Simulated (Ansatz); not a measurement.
Cu2(OH)4 (Cu2O4H4). Total charge 0; triplet. Geometry PBE-D4/def2-SVP, basis def2-TZVP, Ansatz.

Cartesian coordinates in Å:
```
Cu -0.860 0.992 -0.541
O -2.172 1.755 -1.507
O 1.025 0.524 -0.702
Cu 0.890 -0.950 0.568
O 1.691 -2.520 0.926
O -0.627 0.110 1.183
H -2.228 2.717 -1.339
H 1.267 0.227 -1.601
H 2.410 -2.416 1.581
H -1.395 -0.439 1.433
```

```tsv
run	HOMO (eV)	LUMO (eV)
A	-8.09	-3.61
B	-10.87	-1.67
C	-6.42	-4.84
D	-6.63	-4.76
E	-5.99	-5.03
```

LC-ωPBE has ω = 0.4 bohr⁻¹.

HOMO and LUMO are taken over both spins.

Problem. The runs used B97M-V, LC-ωPBE, PBE, PBE0, r2SCAN. Estimate which is which.

Solution. A PBE0 (25 % exact exchange); B LC-ωPBE (range-separated); C r2SCAN (0 % exact exchange); D B97M-V (0 % exact exchange); E PBE (0 % exact exchange). Exact exchange lowers occupied and raises empty levels; among semilocal functionals meta-GGAs tend to open the gap a little, and such runs are hard to tell apart. The gap grows from 0.96 eV (PBE) to 9.20 eV (LC-ωPBE).
